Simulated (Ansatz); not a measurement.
Reaction (atomization): `C1=N[SiH2]CS1` → 2 C• + 5 H• + N• + S• + Si•

Gas-phase electronic energies from Ansatz, PBE0-D4/def2-TZVP geometries. CBS: MP2 limit from def2 TZ/QZ plus the TZ coupled-cluster correction, frozen cores. This one scheme is used for every species, atoms too. DFT in def2-TZVPP. Open shells (•) are unrestricted, without spin–orbit coupling. Spin–orbit coupling would lower the free atoms: a little for C, S, Si.

```csv
level,ΔE (kJ/mol),difference from CCSD(T)/CBS
r2SCAN-D4,3796.5,22.3
PBE0-D4,3807.7,33.5
B2PLYP,3735.6,-38.6
PBE,3865.1,90.9
PBE0,3784.5,10.3
MP2/def2-TZVPP,3732.4,-41.8
SCS-MP2/def2-TZVPP,3715.3,-58.9
HF/def2-QZVPP,2645.6,-1128.6
MP2/def2-QZVPP,3802.0,27.8
MP2/CBS(def2),3849.5,75.3
CCSD(T)/CBS,3774.2,0
```

Largest T1 diagnostic among the species: 0.015.

The D4 term adds +45.0 kJ/mol with B3LYP and +23.1 kJ/mol with PBE0; it sums over pairs of atoms, weighted by their polarisabilities, and B3LYP, whose exchange is more repulsive, gets the larger term. In def2-TZVPP, CCSD(T) changes the Hartree–Fock value by +1018.5 kJ/mol (the triples alone add +77.2 kJ/mol) and MP2 by +1093.7 kJ/mol; breaking electron pairs costs correlation energy, which Hartree–Fock lacks. From PBE to PBE0 (25 % exact exchange), in def2-TZVPP and without D4, ΔE moves by −80.6 kJ/mol: exact exchange takes away binding that semilocal exchange gives to molecules.

B3LYP here is the variant with VWN-RPA as its local correlation; programs differ in this.

For atomizations the MP2-based limit and the directly extrapolated one differ by several kJ/mol either way, and by 10 to 25 for some Ge, Se and Sn compounds, so smaller differences from it don't rank the levels.
